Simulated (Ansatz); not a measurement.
Cost and result for the atomization energy of C3H6GeO, SMILES `CO[C]1=[CH][GeH2]1` (11 atoms, 11 bonds).

Z-matrix (Å, degrees):
```
C
O 1 1.418
H 1 1.093 2 110.8
H 1 1.089 2 106.5 3 -119.2
H 1 1.093 2 110.8 3 121.6
C 2 1.328 1 115.4 3 -60.1
Ge 6 1.912 2 154.2 1 0.6
C 6 1.325 2 135.9 1 -179.6
H 7 1.535 6 120.9 2 -76.9
H 7 1.536 6 121.0 2 76.6
H 8 1.081 6 138.8 2 0.1
```

Charge 0, multiplicity 1. Correlated methods include outer-core shells of Ge, which these sets cover unevenly. Scalar relativity is left out up to krypton. Geometry: relaxed with PBE0-D4/def2-TZVP. It is one conformer, not always the lowest. Program: Ansatz. All runs use 4 threads of an Arm Neoverse V1 on a shared host. Times are those of one run each, without the atoms' runs, and a repeat can differ threefold. Electronic energies, without spin–orbit coupling; frozen cores. CCSD(T)/CBS adds CCSD(T) − MP2 in def2-TZVPP to the MP2 limit, and its time is that of the two runs behind it. T1 = 0.013. With those shells the extrapolation isn't a true limit. B3LYP takes the VWN-RPA correlation (the form of Gaussian; ORCA's B3LYP/G).

CCSD(T)/CBS is a level of theory with its own doubt, some kJ/mol a heavy atom from the limit and from the frozen cores, so smaller differences don't rank the functionals.

```tsv
level	functions	wall time
PBE-D4/def2-TZVPP (with forces)	256	2.8 s
PBE0-D4/def2-TZVPP	256	3.4 s
B3LYP-D4/def2-TZVPP (with forces)	256	5.5 s
r2SCAN-D4/def2-TZVPP (with forces)	256	6 s
B2PLYP/def2-TZVPP	256	7 s
ωB97X-V/def2-TZVPP	256	9 s
ωB97M-V/def2-TZVPP (with forces)	256	13 s
MP2/def2-QZVPP	497	30 s
CCSD(T)/def2-TZVPP	256	4.5 min
CCSD(T)/CBS(def2)	–	5 min
```

What atomization energy does each give, and how far from CCSD(T)/CBS? (Estimate.)

Computed: 
```
                             level  atomization (kcal/mol)  difference from CCSD(T)/CBS  per bond
   PBE-D4/def2-TZVPP (with forces)                   996.0                         27.7       2.5
                PBE0-D4/def2-TZVPP                   973.3                          5.0       0.5
 B3LYP-D4/def2-TZVPP (with forces)                   964.6                         -3.7      -0.3
r2SCAN-D4/def2-TZVPP (with forces)                   973.4                          5.1       0.5
                 B2PLYP/def2-TZVPP                   956.7                        -11.6      -1.1
                ωB97X-V/def2-TZVPP                   969.6                          1.3       0.1
  ωB97M-V/def2-TZVPP (with forces)                   967.0                         -1.3      -0.1
                    MP2/def2-QZVPP                   976.7                          8.4       0.8
                CCSD(T)/def2-TZVPP                   944.6                        -23.7      -2.2
                 CCSD(T)/CBS(def2)                   968.3                          0.0       0.0
```

The D4 term adds +8.2 kcal/mol with B3LYP and +4.3 kcal/mol with PBE0; it sums over pairs of atoms, weighted by their polarisabilities, and B3LYP, whose exchange is more repulsive, gets the larger term. From PBE to PBE0 (25 % exact exchange), in def2-TZVPP and without D4, the atomization energy moves by −21.9 kcal/mol: exact exchange takes away binding that semilocal exchange gives to molecules. In def2-TZVPP, CCSD(T) changes the Hartree–Fock value by +268.8 kcal/mol (the triples alone add +18.8 kcal/mol) and MP2 by +287.0 kcal/mol; breaking electron pairs costs correlation energy, which Hartree–Fock lacks.
